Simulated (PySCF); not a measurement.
Te(SH)(GeH3) (GeH4STe), SMILES S[Te][GeH3].

Coordinates come from a B3LYP-D3(BJ)/def2-SVP optimisation. The structure was generated by enumeration, and PubChem lists no compound with its InChIKey, so it may never have been made. The def2 effective core potentials stand for the cores of Te; spin–orbit coupling is left out. The values are those of a single conformer.

Two levels are set side by side: PBE/def2-TZVPD (PySCF) and CAM-B3LYP/def2-TZVPD (PySCF). Same geometry, gas phase. Differences are taken from unrounded values.

```
quantity                       PBE
---------------------------  -----
orbital gap (eV)              2.61
highest occupied level (eV)  -5.57
lowest empty level (eV)      -2.96
dipole moment (D)             1.26
mean polarisability (bohr³)  104.9
```

### Question
These are the PBE values. What does CAM-B3LYP give? (The exact figures need the calculation; the answer reports its results.)

### Answer

```
quantity                     CAM-B3LYP  PBE minus CAM-B3LYP
---------------------------  ---------  -------------------
orbital gap (eV)                  6.66                -4.05
highest occupied level (eV)      -7.81                 2.24
lowest empty level (eV)          -1.15                -1.80
dipole moment (D)                 1.45                -0.20
mean polarisability (bohr³)      101.1                  3.8
```

Without exact exchange PBE keeps part of each electron's self-repulsion, which lifts occupied levels and narrows the gap. PBE's more diffuse valence density responds more strongly to a field. Differences between two approximate levels are no errors against the true value.

Rough cost on one machine, each run with all the roots and properties that it gave: CAM-B3LYP against PBE within a factor of 2.
